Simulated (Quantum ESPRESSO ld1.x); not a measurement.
Values are calculated unless marked as measured or tabulated.
Sn19+, configuration [Ar] 3d10 4s2 4p1.

Code: ld1.x of Quantum ESPRESSO 7.5. Model: Dirac Kohn-Sham, Wu-Cohen GGA, spin-unpolarised, spherical densities, point nucleus; open shells fill j = l - 1/2 first.

Energy parts (hartree):
| part | energy |
|---|---|
| total | -6029.47 |
| kinetic | 6357.27 |
| electron-nucleus | -14019.01 |
| Hartree | 1778.72 |
| exchange-correlation | -146.46 |

Orbitals (lengths in bohr, moments of r in powers of bohr; r(max) is where P^2 peaks):
orbital  occ.  eigenvalue (hartree)     <r^2>      <r^4>  r(max)  small-component weight
1s1/2       2              -1085.03  0.001143  3.407e-06   0.019                3.37e-02
2s1/2       2              -180.074   0.01847  0.0005880   0.106                7.15e-03
2p1/2       2              -169.585   0.01372  0.0003785   0.082                7.17e-03
2p3/2       4              -161.086   0.01502  0.0004446   0.086                6.85e-03
3s1/2       2              -49.3583    0.1287    0.02508   0.306                2.11e-03
3p1/2       2              -45.1014    0.1230    0.02398   0.292                2.06e-03
3p3/2       4              -43.5067    0.1309    0.02705   0.301                1.97e-03
3d3/2       4              -36.0320    0.1103    0.02197   0.247                1.86e-03
3d5/2       6              -35.6971    0.1126    0.02280   0.249                1.84e-03
4s1/2       2              -20.8516    0.5826     0.4737   0.698                7.67e-04
4p1/2       1              -19.2522    0.6065     0.5211   0.703                7.30e-04
4p3/2       0              -18.8280    0.6336     0.5672   0.720                7.11e-04

The highest occupied level is 4p1/2 at -523.88 eV. The density falls to 0.001 e/bohr^3 at r = 1.59 bohr. Summed over all electrons, <r^2> = 4.043 bohr^2, which gives a Langevin (diamagnetic) susceptibility term of -3.2 x 10^-6 cm^3/mol.
